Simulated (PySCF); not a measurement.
## Calculated data, CH3ClSi2, BH6NSi2, B2ClH4Si, CH3BClSi and others

Computed with PySCF 2.14.0. Calculation on a computer-drawn molecule: the log of a Hartree-Fock and frozen-core CCSD(T) single point meant for a local Hartree-Fock minimum, with one planted fault or none, to be diagnosed. Offsets are logged minus clean, where the clean run is the same molecule without the fault. The reference is restricted for singlets and unrestricted otherwise, and also for a bond in bohr or an excited solution. Adding or removing an electron swaps singlet and doublet. The excited solution moves the top pair (singlet) or top alpha electron (doublet) to the lowest empty orbital. Highest occupied and lowest empty are orbital energies over both spins, largest force is the largest gradient component, triples share is (T) over the correlation energy, the T1 limit is 0.02 restricted and 0.045 unrestricted, electrons count all cores, a negative frequency is imaginary (commonest isotopes), and the dipole is about the centre of nuclear charge.

Common to all runs: meant charge 0; meant basis cc-pV(D+d)Z; logged SCF converged yes; possible faults no fault, one electron removed, one electron added, multiplicity raised by two, geometry at a saddle point, SCF held on an excited solution, minimal basis STO-3G, one bond length entered in bohr, all coordinates scaled.

(1) CH3ClSi2

Logged structure:
```xyz
7
CH3ClSi2
Si     0.9257     0.0781     2.6603
C      0.3128    -0.4240     1.1450
Si    -1.3643    -0.9795     0.6477
Cl    -2.4468    -0.8502     2.5010
H      0.1601     0.1550     3.9066
H      2.3295     0.4896     2.8387
H      1.0323    -0.4175     0.3250
```

| Property | Result |
| --- | --- |
| meant multiplicity | 1 |
| logged electrons | 54 |
| logged basis functions | 98 |
| logged spin squared | 0 |
| logged highest occupied | -5.3988 eV |
| logged lowest empty | -2.9751 eV |
| logged largest force | 0.063544 hartree/bohr |
| logged CC converged | no |
| logged dipole magnitude | 2.1503 debye |
| logged SCF stable within its kind | no |
| logged energy HF | -1076.70036 hartree |
| planted fault | SCF held on an excited solution |
| HF energy offset from clean run | 164 kcal/mol |

Drawn bonds:
```csv
atom,other atom,order
1,2,2
2,3,1
3,4,1
1,5,1
1,6,1
2,7,1
```

Notes: CCSD not converged.

(2) BH6NSi2

Logged structure:
```xyz
10
BH6NSi2
Si    -0.8009     0.7448    -3.3062
N      0.0777     1.2253    -2.1124
B      0.8676     1.6268    -1.0535
Si     2.2037     0.3395    -0.1738
H     -0.3857     0.8608    -4.7100
H     -2.1248     0.1322    -3.1368
H      0.7744     2.7567    -0.6332
H      3.5936     0.8670    -0.2618
H      1.6310    -0.0023     2.5604
H      2.1935    -1.0077    -0.8067
```

| Property | Result |
| --- | --- |
| meant multiplicity | 1 |
| logged electrons | 46 |
| logged basis functions | 104 |
| logged spin squared | 0.8247 |
| logged highest occupied | -8.1917 eV |
| logged lowest empty | 1.2516 eV |
| logged largest force | 0.01091 hartree/bohr |
| logged T1 diagnostic | 0.046217 |
| logged D1 diagnostic | 0.20303 |
| logged triples share | 0.039854 |
| logged CC converged | yes |
| logged dipole magnitude | 4.3841 debye |
| logged SCF stable within its kind | yes |
| logged energy HF | -660.37657 hartree |
| logged energy CCSD(T) | -660.88709 hartree |
| planted fault | one bond length entered in bohr, row 8 of the drawn bonds |
| HF energy offset from clean run | 67.65 kcal/mol |
| CCSD(T) energy offset from clean run | 74.28 kcal/mol |

Drawn bonds:
```csv
atom,other atom,order
1,2,2
2,3,1
3,4,1
1,5,1
1,6,1
3,7,1
4,8,1
4,9,1
4,10,1
```

Notes: T1 above single-reference limit.

(3) B2ClH4Si

Logged structure:
```xyz
8
B2ClH4Si
Si    -1.6164    -2.2943     3.4778
B     -1.3999    -1.4275     1.7462
B     -1.7839     0.1885     1.4261
Cl    -0.5644     1.4584     1.6590
H     -1.2886    -3.7099     3.7302
H     -2.1272    -1.6199     4.6869
H     -0.9741    -2.1164     0.8580
H     -2.8468     0.5667     1.0272
```

| Property | Result |
| --- | --- |
| meant multiplicity | 2 |
| logged electrons | 46 |
| logged basis functions | 94 |
| logged spin squared | 0 |
| logged highest occupied | -1.1721 eV |
| logged lowest empty | 6.7228 eV |
| logged largest force | 0.034684 hartree/bohr |
| logged T1 diagnostic | 0.018551 |
| logged D1 diagnostic | 0.065043 |
| logged triples share | 0.034761 |
| logged CC converged | yes |
| logged dipole magnitude | 4.8071 debye |
| logged SCF stable within its kind | yes |
| logged energy HF | -800.1238 hartree |
| logged energy CCSD(T) | -800.62115 hartree |
| planted fault | one electron added |
| HF energy offset from clean run | -8.389 kcal/mol |
| CCSD(T) energy offset from clean run | -35.04 kcal/mol |

Drawn bonds:
```csv
atom,other atom,order
1,2,1
2,3,1
3,4,1
1,5,1
1,6,1
2,7,1
3,8,1
```

(4) CH3BClSi

Logged structure:
```xyz
7
CH3BClSi
Si     0.2074    -2.6869     0.7315
C      0.1310    -1.2005     2.0608
B      0.8880     0.0665     1.8309
Cl     1.8429     1.5918     1.4903
H      1.0068    -2.2125    -0.5773
H     -1.2501    -3.2122     0.3143
H     -0.4901    -1.3551     3.0435
```

| Item | Value |
| --- | --- |
| meant multiplicity | 2 |
| logged electrons | 45 |
| logged basis functions | 89 |
| logged spin squared | 0.8361 |
| logged highest occupied | -8.099 eV |
| logged lowest empty | 1.2328 eV |
| logged largest force | 0.0493 hartree/bohr |
| logged T1 diagnostic | 0.02641 |
| logged D1 diagnostic | 0.10345 |
| logged triples share | 0.037823 |
| logged CC converged | yes |
| logged dipole magnitude | 0.71586 debye |
| logged SCF stable within its kind | yes |
| logged energy HF | -812.66171 hartree |
| logged energy CCSD(T) | -813.16127 hartree |
| planted fault | all coordinates scaled, by +8.0 % |
| HF energy offset from clean run | 24.37 kcal/mol |
| CCSD(T) energy offset from clean run | 18.02 kcal/mol |

Drawn bonds:
```csv
atom,other atom,order
1,2,1
2,3,2
3,4,1
1,5,1
1,6,1
2,7,1
```

(5) AlClH3OSi

Logged structure:
```xyz
7
AlClH3OSi
Si    -0.4621     0.4947     0.4466
O      1.1103     0.3432    -0.0022
Al     2.6224    -0.0123    -0.6191
Cl     2.7944    -1.5688    -2.0284
H     -0.9479     1.8556     0.1092
H     -0.5876     0.2671     1.9076
H      3.8939     0.7718    -0.1811
```

| Item | Value |
| --- | --- |
| meant multiplicity | 2 |
| logged electrons | 55 |
| logged basis functions | 98 |
| logged spin squared | 0.7532 |
| logged highest occupied | -8.896 eV |
| logged lowest empty | 1.7988 eV |
| logged largest force | 5.172e-07 hartree/bohr |
| logged lowest frequency | 20.969 cm⁻¹ |
| logged T1 diagnostic | 0.014053 |
| logged D1 diagnostic | 0.049779 |
| logged triples share | 0.021993 |
| logged CC converged | yes |
| logged dipole magnitude | 1.1278 debye |
| logged SCF stable within its kind | yes |
| logged energy HF | -1067.1102 hartree |
| logged energy CCSD(T) | -1067.62148 hartree |
| planted fault | no fault |
| HF energy offset from clean run | 0 kcal/mol |
| CCSD(T) energy offset from clean run | 0 kcal/mol |

Drawn bonds:
```csv
atom,other atom,order
1,2,1
2,3,1
3,4,1
1,5,1
1,6,1
3,7,1
```

(6) B2ClH5Si

Logged structure:
```xyz
9
B2ClH5Si
Si    -0.3055    -0.5044    -0.9276
B     -1.2454     0.8113     0.3257
B     -0.5062     1.6268     1.6000
Cl     0.2547     3.1990     1.2776
H     -0.9733    -1.8266    -0.8150
H      1.1359    -0.6858    -0.6284
H     -0.4369    -0.0238    -2.3260
H     -2.4144     1.0003     0.1133
H     -0.4325     1.2283     2.7256
```

| Item | Value |
| --- | --- |
| meant multiplicity | 1 |
| logged electrons | 46 |
| logged basis functions | 33 |
| logged spin squared | 0 |
| logged highest occupied | -9.1924 eV |
| logged lowest empty | 5.7023 eV |
| logged largest force | 0.030835 hartree/bohr |
| logged T1 diagnostic | 0.011242 |
| logged D1 diagnostic | 0.045412 |
| logged triples share | 0.016336 |
| logged CC converged | yes |
| logged dipole magnitude | 1.9532 debye |
| logged SCF stable within its kind | yes |
| logged energy HF | -791.84206 hartree |
| logged energy CCSD(T) | -792.00178 hartree |
| planted fault | minimal basis STO-3G |
| HF energy offset from clean run | 5570 kcal/mol |
| CCSD(T) energy offset from clean run | 5767 kcal/mol |

Drawn bonds:
```csv
atom,other atom,order
1,2,1
2,3,1
3,4,1
1,5,1
1,6,1
1,7,1
2,8,1
3,9,1
```

(7) BH8NSi2

Logged structure:
```xyz
12
BH8NSi2
Si     1.7622    -1.7968    -1.2175
B     -0.0624    -1.9114    -0.2878
N     -1.3148    -1.8315    -0.9233
Si    -1.7202    -1.6205    -2.6166
H      2.5363    -0.6583    -0.6565
H      1.6918    -1.6129    -2.6913
H      2.5343    -3.0396    -0.9536
H     -0.0565    -2.0604     0.9096
H     -2.1083    -1.9071    -0.3120
H     -1.1897    -2.7290    -3.4366
H     -3.1972    -1.6100    -2.6950
H     -1.1885    -0.3454    -3.1400
```

| Quantity | Value |
| --- | --- |
| meant multiplicity | 1 |
| logged electrons | 48 |
| logged basis functions | 114 |
| logged spin squared | 2.0094 |
| logged highest occupied | -5.7138 eV |
| logged lowest empty | -1.3817 eV |
| logged largest force | 0.048492 hartree/bohr |
| logged T1 diagnostic | 0.020269 |
| logged D1 diagnostic | 0.10393 |
| logged triples share | 0.027205 |
| logged CC converged | yes |
| logged dipole magnitude | 0.39167 debye |
| logged SCF stable within its kind | yes |
| logged energy HF | -661.53698 hartree |
| logged energy CCSD(T) | -662.07061 hartree |
| planted fault | multiplicity raised by two |
| HF energy offset from clean run | 108.3 kcal/mol |
| CCSD(T) energy offset from clean run | 114.4 kcal/mol |

Drawn bonds:
```csv
atom,other atom,order
1,2,1
2,3,1
3,4,1
1,5,1
1,6,1
1,7,1
2,8,1
3,9,1
4,10,1
4,11,1
4,12,1
```

(8) BH9Si3

Logged structure:
```xyz
13
BH9Si3
Si    -2.2508     0.2357     1.8738
B     -0.2839    -0.2770     1.6858
Si     0.5979    -0.9206    -0.0307
Si     1.5706     0.9596    -1.1133
H     -2.4317     1.4327     2.7329
H     -2.9114     0.4951     0.5706
H     -2.9388    -0.9142     2.5205
H      0.4090    -0.1772     2.6629
H     -0.3749    -1.5358    -0.9712
H      1.6754    -1.9110     0.2289
H      2.6082     1.5725    -0.2483
H      2.1970     0.5460    -2.3916
H      0.5358     1.9836    -1.3995
```

| Quantity | Value |
| --- | --- |
| meant multiplicity | 1 |
| logged electrons | 55 |
| logged basis functions | 128 |
| logged spin squared | 0.7881 |
| logged highest occupied | -15.709 eV |
| logged lowest empty | -7.7855 eV |
| logged largest force | 0.048252 hartree/bohr |
| logged T1 diagnostic | 0.023587 |
| logged D1 diagnostic | 0.10805 |
| logged triples share | 0.029115 |
| logged CC converged | yes |
| logged dipole magnitude | 1.5956 debye |
| logged SCF stable within its kind | yes |
| logged energy HF | -896.35536 hartree |
| logged energy CCSD(T) | -896.82611 hartree |
| planted fault | one electron removed |
| HF energy offset from clean run | 208.7 kcal/mol |
| CCSD(T) energy offset from clean run | 220.3 kcal/mol |

Drawn bonds:
```csv
atom,other atom,order
1,2,1
2,3,1
3,4,1
1,5,1
1,6,1
1,7,1
2,8,1
3,9,1
3,10,1
4,11,1
4,12,1
4,13,1
```
